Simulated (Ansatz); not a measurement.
`[CH3][Sn]([F])([F])[SiH3]` and `[F][Sn]([F])([F])[SiH3]` differ in one atom or group.

Ansatz, PBE0-D4/def2-TZVP geometries, multiplicity 1. 

Elements past krypton have def2 core potentials.

| property | `[CH3][Sn]([F])([F])[SiH3]` |
| --- | --- |
| HOMO–LUMO gap (B3LYP/def2-TZVPP) / eV | 6.97 |
| size of the dipole moment (PBE/def2-TZVPP) / D | 4.01 |
| HOMO–LUMO gap (PBE/def2-TZVPP) / eV | 5.38 |
| size of the dipole moment (ωB97M-V/def2-TZVPP) / D | 4.25 |
| LUMO energy (PBE0/def2-TZVPP) / eV | -0.84 |
| HOMO energy (PBE/def2-TZVPP) / eV | -7.11 |

Question: What does the change do to each property? (An estimate is asked.)

Answer: Computed: 
```json
{"property": "HOMO–LUMO gap (B3LYP/def2-TZVPP) / eV", "`[F][Sn]([F])([F])[SiH3]`": "7.12", "shift": "0.15"}
{"property": "size of the dipole moment (PBE/def2-TZVPP) / D", "`[F][Sn]([F])([F])[SiH3]`": "5.26", "shift": "1.25"}
{"property": "HOMO–LUMO gap (PBE/def2-TZVPP) / eV", "`[F][Sn]([F])([F])[SiH3]`": "5.35", "shift": "-0.03"}
{"property": "size of the dipole moment (ωB97M-V/def2-TZVPP) / D", "`[F][Sn]([F])([F])[SiH3]`": "5.58", "shift": "1.33"}
{"property": "LUMO energy (PBE0/def2-TZVPP) / eV", "`[F][Sn]([F])([F])[SiH3]`": "-1.97", "shift": "-1.13"}
{"property": "HOMO energy (PBE/def2-TZVPP) / eV", "`[F][Sn]([F])([F])[SiH3]`": "-8.25", "shift": "-1.14"}
```

With PBE0 the HOMO falls by 1.29 eV and the LUMO falls by 1.13 eV, so the gap widens by about 0.16 eV. PBE moves the HOMO by -1.14 eV and ωB97M-V by -1.35 eV. Dipoles are sizes alone; their direction can turn.

B3LYP here is the variant with VWN-RPA as its local correlation; programs differ in this.
